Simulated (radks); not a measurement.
Species: Ag+. Configuration: [Kr] 4d10.

All-electron calculation, non-relativistic Kohn-Sham, PBE, spin-unpolarised, spherical densities, point nucleus; relativity is left out, which matters for an element this heavy. Program: a radial shooting solver on a logarithmic mesh with Libxc functionals.

Energy parts (eV):
part                       energy
total                 -141480.456
kinetic                141420.862
electron-nucleus      -336588.537
Hartree                 57649.922
exchange-correlation    -3962.703

Orbitals (lengths in bohr, moments of r in powers of bohr; r(max) is where P^2 peaks):
\begin{tabular}{lrrrrrr}
orbital & occ. & eigenvalue (eV) & <r^4> & <r> & <r^2> & r(max) \\ \hline
1s & 2 & -24536.36 & 4.986e-06 & 0.03239 & 0.001404 & 0.02144 \\
2s & 2 & -3544.751 & 0.0009151 & 0.1405 & 0.02319 & 0.1191 \\
2p & 6 & -3299.104 & 0.0006043 & 0.1200 & 0.01753 & 0.09338 \\
3s & 2 & -653.2056 & 0.04208 & 0.3812 & 0.1660 & 0.3446 \\
3p & 6 & -554.2164 & 0.04181 & 0.3732 & 0.1615 & 0.3312 \\
3d & 10 & -371.2679 & 0.03769 & 0.3456 & 0.1421 & 0.2742 \\
4s & 2 & -95.7407 & 1.540 & 0.9434 & 1.009 & 0.8491 \\
4p & 6 & -64.7112 & 2.227 & 1.015 & 1.183 & 0.8886 \\
4d & 10 & -15.8727 & 11.31 & 1.374 & 2.312 & 1.030 \\
\end{tabular}

The highest occupied level is 4d at -15.873 eV. For comparison, the ionisation energy in NIST's Atomic Spectra Database is 21.484 eV (measured). In exact Kohn-Sham theory the highest level is minus the ionisation energy, but local and semilocal functionals leave it too shallow, through self-interaction and a potential that decays too fast; potentials with the right tail come closer.
